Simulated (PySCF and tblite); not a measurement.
Results of a calculation; reference values are marked as such.
System: C₂H₃F₃O₂Si, numbered as in [O:1]=[C:2]([O:3][SiH3:4])[C:5]([F:6])([F:7])[F:8].

For the shift of Si4 from O3 to O1: electronic barrier 17.79 kcal/mol, zero-point change 0.18 kcal/mol, thermal and entropy terms at 250 K a further 0.08 kcal/mol (symmetry numbers apart). The minimum is Cs, the saddle Cs. Level: PBE0/pcSseg-1 + D3(BJ), IEF-PCM chloroform on B3LYP-D3(BJ)/def2-SVP stationary points, with GFN2-xTB thermal terms. Rates follow Eyring's equation with the number of equivalent paths and no tunnelling. Run with tblite and PySCF.

(1) How many equivalent paths lead out of the minimum?

(2) Work out the rate at 250 K.

## Answers

(1) 2: the symmetry number of the minimum is 1, that of the saddle displaced along its mode 1, and the displaced saddle is chiral while the minimum is not, which doubles the count.

(2) ΔG‡ = 18.05 kcal/mol; k_B T/h = 5.2×10¹² s⁻¹; exp(−ΔG‡/RT) = 1.7×10⁻¹⁶; times 2 gives k = 0.0017 s⁻¹. Wigner's tunnelling factor for the 316i cm⁻¹ mode would be 1.14.
